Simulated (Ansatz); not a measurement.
Start from `CNCS[SiH3]` and change one atom or group to get `[AlH2][O]CS[SiH3]`.

Ansatz, PBE0-D4/def2-TZVP geometries, multiplicity 1. Each molecule was computed in one conformer, which needn't be the lowest.

| property | `CNCS[SiH3]` |
| --- | --- |
| size of the dipole moment (PBE/def2-TZVPP) / D | 1.29 |
| HOMO–LUMO gap (B3LYP/def2-TZVPP) / eV | 6.48 |
| size of the dipole moment (ωB97M-V/def2-TZVPP) / D | 1.00 |
| LUMO energy (PBE0/def2-TZVPP) / eV | 0.23 |
| LUMO energy (ωB97M-V/def2-TZVPP) / eV | 1.93 |
| LUMO energy (B3LYP/def2-TZVPP) / eV | 0.01 |

What does the change do to each property? (Estimate.)

Ansatz gave: 
```csv
property,`[AlH2][O]CS[SiH3]`,shift
size of the dipole moment (PBE/def2-TZVPP) / D,2.77,1.48
HOMO–LUMO gap (B3LYP/def2-TZVPP) / eV,6.36,-0.12
size of the dipole moment (ωB97M-V/def2-TZVPP) / D,2.98,1.98
LUMO energy (PBE0/def2-TZVPP) / eV,-0.78,-1.01
LUMO energy (ωB97M-V/def2-TZVPP) / eV,1.02,-0.91
LUMO energy (B3LYP/def2-TZVPP) / eV,-0.99,-1.00
```

With PBE0 the HOMO falls by 0.83 eV and the LUMO falls by 1.01 eV, so the gap narrows by about 0.18 eV. PBE moves the HOMO by -0.72 eV and ωB97M-V by -0.88 eV. Dipoles are sizes alone; their direction can turn.

B3LYP here is the variant with VWN-RPA as its local correlation; programs differ in this.
